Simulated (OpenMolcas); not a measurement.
## Ar III: Slater's ratio, worked from levels

| Quantity | Value |
| --- | --- |
| Program | OpenMolcas |
| Basis | ANO-RCC-VQZP [6s5p3d2f1g] |
| Scalar Hamiltonian | DKH2, point nucleus |
| Active space | 6 electrons in 9 orbitals (RAS2 3s 3p; RAS3 3d, at most 2 electrons) |
| State averaging | 2S+1 = 3 even, 3 roots; 2S+1 = 1 even, 7 roots; 2S+1 = 3 odd, 3 roots; 2S+1 = 1 odd, 3 roots |
| Spin-orbit coupling | state interaction with AMFI integrals over the reference wave functions, term energies averaged over their components |

Methods: RASSCF; MS-RASPT2, IPEA 0.25 Eh, imaginary shift 0.1 Eh (closed shells correlated: 2s 2p). Measured levels: Saloman, J. Phys. Chem. Ref. Data 39, 033101 (2010).

**Slater's ratio.** With one set of orbitals, p4 has 1D - 3P = 6 F2 and 1S - 1D = 9 F2 (F2 = F²/25), a ratio of 3/2. Term energies are centres of gravity, weighted by 2J + 1.

```
   Source  1D - 3P  1S - 3P  F2 from the first  Ratio
   RASSCF    15658    34598               2610  1.210
MS-RASPT2    13691    32774               2282  1.394
 measured    13465    32721               2244  1.430
```

Energies in cm-1. A ratio away from 3/2 shows effects beyond one configuration with one set of orbitals, and in heavier atoms second-order spin-orbit shifts.

CASPT2 breaks the degeneracy within a term, and the mean is taken; among the terms shown or strongly mixed into the levels shown the widest spread is 180 cm-1 (3s2 3p4 1D, MS-RASPT2). Active for correlation alone: 3d; no level in the range computed is led by a configuration that fills it, so any true level of that kind is missing. Measured partners are found by configuration, term and J. A level has none where our copy of the source lacks it or the pairing is in doubt (some pairs that miss far off the trend of their configuration count as doubtful), and it then counts in no deviation. Levels of configurations outside the active space are missing.
